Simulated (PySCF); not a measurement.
**H10SSi4: core ionisation energies**

Species: H₁₀SSi₄.
Atom-mapped SMILES: `[SiH3:1][S:2][SiH:3]([SiH3:4])[SiH3:5]`

Level of theory: delta-SCF UKS SCAN, pcX-2 on the ionised atom, pcseg-1 elsewhere, spin-free X2C (PySCF 2.14.0). Each binding energy is the total energy of the core-ionised species, with the hole localised on one atom, minus that of the ground state; both are solved self-consistently, so orbital relaxation is included.

Q: List the computed XPS lines with their assignment.

A: 
```
atom(s)            environment     level  binding energy (eV)  2p1/2 (eV)  above the level's lowest (eV)  count
     S2  sulfur bonded to 2 Si      S 1s              2476.31           –                           0.00      1
    Si1           SiH3 silicon     Si 1s              1847.04           –                          +0.87      1
    Si3            SiH silicon     Si 1s              1846.38           –                          +0.21      1
Si4/Si5           SiH3 silicon     Si 1s              1846.17           –                           0.00      2
    Si1           SiH3 silicon  Si 2p3/2               107.21      107.84                          +0.70      1
    Si3            SiH silicon  Si 2p3/2               106.65      107.27                          +0.14      1
Si4/Si5           SiH3 silicon  Si 2p3/2               106.51      107.14                           0.00      2
```

The listed Si 1s values span 0.87 eV, from Si4/Si5 (bonded to 3 H and Si) to Si1 (bonded to S and 3 H). The widest gap between neighbouring values is 0.66 eV, between 1846.38 and 1847.04 eV. Summing the Pauling electronegativity differences to the bonded atoms, each weighted by its formal bond order, gives +0.90 for the lowest site and +1.58 for the highest; no listed site has a larger sum than the highest.

Lowest listed Si 2p3/2: Si4/Si5, bonded to 3 H and Si. Highest, 0.70 eV above it: Si1, bonded to S and 3 H. Summing the Pauling electronegativity differences to the bonded atoms, each weighted by its formal bond order, gives +0.90 for the lowest site and +1.58 for the highest; no listed site has a larger sum than the highest.

Q: Which effective nuclear charge Zeff reproduces each element's mean 1s value in the hydrogen-like formula E = 13.606 eV × Zeff²?

A: Si (Z = 14): mean 1846.4 eV, Zeff = 11.65, Z − Zeff = 2.35; S (Z = 16): mean 2476.3 eV, Zeff = 13.49, Z − Zeff = 2.51. Means run over the listed sites, weighted by atom count.

Topologically equivalent atoms share the value of their first member; where this conformer doesn't relate them by symmetry, their own values could differ. Not every level is listed. The 2p values aren't plain energy differences: one relaxed spin-free 2p hole is combined with a matrix within the shell (ground-state 2p orbital-energy differences and spin–orbit coupling). 2p3/2, the mean of its two sublevels, lies a third of the splitting below the shell's mean and 2p1/2 two thirds above it; the statistical areas are 2:1. 2p1/2 minus 2p3/2 (ligand field included): Si 0.62 eV. Geometry: PBE0-D3(BJ)/def2-SVP, one conformer, isolated molecule.

Time: 1.9 min; peak memory 0.70 GiB. Hardware: one thread, Arm Neoverse N1 (aarch64), shared host with 64 logical CPUs at a one-minute load of 60.

Shape of the structure used: `[SiH3:1][S:2][SiH:3]([SiH3:4])[SiH3:5]`: Si1–S2–Si3–Si4 -79°.
